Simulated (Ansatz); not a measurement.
System: GeF2, charge 0, multiplicity 3. This is an excited triplet: at this geometry the singlet lies 3.30 eV lower at RI-MP2/CBS(aug-cc-pVTZ,aug-cc-pVQZ)+[CCSD(T)-MP2]/aug-cc-pVTZ. 
Structure (B3LYP-D3(BJ)/def2-TZVP (Ansatz, a program for electronic structure) minimum search):
SMILES: [F][Ge][F]
```xyz
3

Ge     0.0018    -0.0023     0.3428
F      0.7118     1.2940    -0.6045
F     -0.7182    -1.2858    -0.6143
```
Charge 0, spin multiplicity 3.

### Question
Give the harmonic wavenumbers at B3LYP-D3(BJ)/def2-TZVP (Ansatz, finite differences of forces, unscaled).

### Answer
177, 632, 670 cm⁻¹. Zero-point energy 2.1 kcal/mol.

### Question
From these and the geometry, give the ideal-gas thermochemistry at 298.15 K and 1 atm (rigid rotor, harmonic oscillator).

### Answer
Point group C2v, rotational symmetry number 2. Rotational constants 22.34, 6.115, 4.801 GHz. S(trans) 40.02, S(rot) 22.33, S(vib) 3.10, S(elec, spin only) 2.18, S 67.6 cal/(mol K). H(298) - H(0) 2.91 kcal/mol; G - E(el) -15.1 kcal/mol.
